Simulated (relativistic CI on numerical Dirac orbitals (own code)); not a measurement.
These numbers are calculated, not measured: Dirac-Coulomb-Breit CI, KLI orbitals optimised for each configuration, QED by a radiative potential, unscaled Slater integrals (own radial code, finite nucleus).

Configuration list (outside the closed core [Ne]): 3s2.3p6.3d4, 3s2.3p5.3d5, 3s.3p6.3d5, 3s2.3p6.3d3.4s, 3s2.3p6.3d3.4p, 3s2.3p6.3d3.4d, 3s2.3p5.3d4.4s, 3s2.3p6.3d3.4f, 3s2.3p5.3d4.4p, 3s.3p6.3d4.4s, 3p6.3d5.4p, 3s.3p6.3d4.4p, 3s2.3p6.3d2.4s.4p, 3s2.3p6.3d3.5s, 3s.3p6.3d4.4d, 3s2.3p6.3d3.5p, 3s2.3p6.3d3.5d, 3s2.3p6.3d3.5g, 3s2.3p6.3d3.6s, 3p6.3d6, 3p5.3d7, 3p5.3d6.4s, 3p6.3d5.4s, 3p5.3d5.4s2, 3s2.3p6.3d2.4s2, 3s2.3p6.3d.4s2.4p, 3s2.3p6.3d.4s2.4d, 3s2.3p6.3d2.4p2, 3s2.3p6.3d.4s.4p2, 3s2.3p6.3d.4p3, 3s2.3p6.3d.4p2.4d, 3s2.3p5.3d2.4s.4p2, 3s2.3p6.3d2.4s.4d, 3s2.3p6.3d.4s.4p.4d, 3s2.3p6.3d.4s.4d2, 3s2.3p5.3d2.4s2.4d, 3s.3p6.3d3.4s2, 3s.3p6.3d2.4s2.4p, 3s.3p6.3d2.4s2.4d. Double excitations out of closed p, d and f shells are left out; levels of such configurations are missing from the list, as are those of other unlisted configurations, and high levels can miss mixing partners. These lack a partner that the ground configuration has and come out too high: 3s2.3p5.3d4.4p.

At this charge energies of transitions that change n are usually good to better than 1 %, and those within a shell (Δn = 0) to a few per cent.

Outline of the computed level scheme of Dy XLV. Lowest level of each configuration: 3s2.3p6.3d4 3P_0 at 0.000 eV; 3s2.3p5.3d5 5D°_4 at 291.811 eV.

Some strong electric-dipole decays among the lowest 45 levels: 3s2.3p5.3d5 3D°_1 → 3s2.3p6.3d4 3P_0 (5.6e+11 s⁻¹); 3s2.3p5.3d5 5P°_1 → 3s2.3p6.3d4 3P_0 (4.9e+11 s⁻¹); 3s2.3p5.3d5 3F°_2 → 3s2.3p6.3d4 5D_1 (2.3e+10 s⁻¹); 3s2.3p5.3d5 5D°_3 → 3s2.3p6.3d4 5D_2 (2.3e+10 s⁻¹); 3s2.3p5.3d5 5D°_3 → 3s2.3p6.3d4 3F_3 (6.0e+09 s⁻¹); 3s2.3p5.3d5 3D°_1 → 3s2.3p6.3d4 5D_1 (5.8e+09 s⁻¹); 3s2.3p5.3d5 3F°_2 → 3s2.3p6.3d4 3F_3 (3.7e+09 s⁻¹); 3s2.3p5.3d5 3P°_2 → 3s2.3p6.3d4 3F_3 (3.7e+09 s⁻¹).

LS names give the leading component of a level, which can be under half, so a name can repeat, a term be missing and a line seem to break the LS rules.
